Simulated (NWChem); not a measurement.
## Basis-set convergence for H₂OPb

```xyz
4

Pb     0.1254     0.1695     0.0000
H      1.5523    -1.0546     0.0000
O     -1.3579    -1.3284     0.0000
H     -0.9759    -2.2144     0.0000
```
Charge 0, spin multiplicity 1.

The numbers come from NWChem runs, not from measurements. The geometry was optimised at PBE0/def2-SVP with def2 effective core potentials on Pb, a minimum by its harmonic frequencies. It is one conformer; others weren't searched.

Quantity: vertical ionisation energy at the level ΔB3LYP (Δ: difference of total energies, the cation a doublet at the parent's geometry with its hole in an orbital of symmetry a' (Cs labels); it is the state that the SCF runs reached, from PBE0 orbitals for Hartree-Fock references, and need not be the lowest).

Effective core potentials replace the inner electrons of Pb; spin-orbit coupling is left out. B3LYP has NWChem's definition, with VWN1-RPA local correlation. The structure started from a generated list of species. The stability of the SCF solutions was not checked.

The cost column gives rough processor time relative to def2-SVP; each entry includes its own SCF.

```csv
basis,functions,vertical ionisation energy (eV),relative cost
def2-SVP,50,9.30,1
def2-SVPD,71,9.40,under 3
def2-TZVP,93,9.38,under 3
def2-TZVPP,109,9.38,under 3
def2-TZVPD,114,9.40,under 3
def2-QZVP,199,9.39,30
```

Smallest basis within 0.05 eV of def2-QZVP, the largest set run: def2-SVPD, with 71 functions against 199 and about 5 % of the time (also within reach: def2-TZVP, def2-TZVPP, def2-TZVPD). def2-QZVP isn't the basis-set limit itself, and a small set can land close by cancellation.
